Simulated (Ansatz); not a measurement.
Two structures of SnH5Cl, closed shell, reached by relaxing down either side of one saddle point (PBE0-D4/def2-TZVP). Energies are electronic, without zero-point energy. Ansatz 0.2.0; basis: def2-TZVPP and def2-QZVPP; cores frozen in the correlated methods. Filled d shells of the heavier atoms are correlated. Core potentials replace the inner electrons of the atoms past krypton. The def2 sets are not built for correlating such inner shells, so the correlated values are less sure here. Extrapolation: Hartree–Fock as exp(−7.88 √X), correlation as X^−2.97. First:

```tsv
atom	x (Å)	y (Å)	z (Å)
Sn1	-0.5993	0.8271	-0.3884
H2	0.2765	-0.6011	-0.7494
H3	-1.2181	1.4483	-1.8463
H4	-1.8652	0.4303	0.6758
H5	0.4610	1.9437	0.3332
H6	1.1918	-1.7078	0.5034
Cl7	1.7532	-2.3407	1.4717
```

Second:

Sn1  (-0.487, 0.929, 0.654)
H2  (0.915, -2.002, -2.167)
H3  (-0.575, 0.729, -1.031)
H4  (-2.000, 0.783, 1.415)
H5  (0.340, 2.343, 1.108)
H6  (1.003, -1.935, -1.428)
Cl7  (0.803, -0.848, 1.448)
(Å)

Which bonds change from the first to the second?

SnH₄ + HCl → SnH₃Cl ([Cl][SnH3]) + H₂; bonds formed: Sn1–Cl7, H2–H6; bonds broken: Sn1–H2, H6–Cl7.

Give the saddle point's structure and its height above each. (Judge from chemistry; the value comes from the calculation.)

The calculation gives: 29.62 kcal/mol above the first and 46.78 kcal/mol above the second (CCSD(T) at an estimated basis limit (MP2 extrapolated from triple and quadruple zeta, plus CCSD(T) − MP2 in triple zeta)).
```
atom    x (Å)    y (Å)    z (Å)
 Sn1  -0.3773   0.5775  -0.0172
  H2   0.4348  -0.8925  -1.0538
  H3  -0.9259   1.0830  -1.5702
  H4  -1.7031   0.0925   0.9117
  H5   0.7587   1.6860   0.5624
  H6   0.7498  -1.2070  -0.2474
 Cl7   1.0630  -1.3397   1.4144
```

T1 diagnostic: at most 0.014.

Labels in which every atom is bracketed show which atoms are joined, not bond orders.

For scale, one of the runs: CCSD(T)/def2-TZVPP, 162 basis functions (an equivalent command: `ansatz run in.yaml --threads 2`). Hardware: 2 CPU threads, shared host. Wall time 35 s; peak host memory 1.3 GiB.
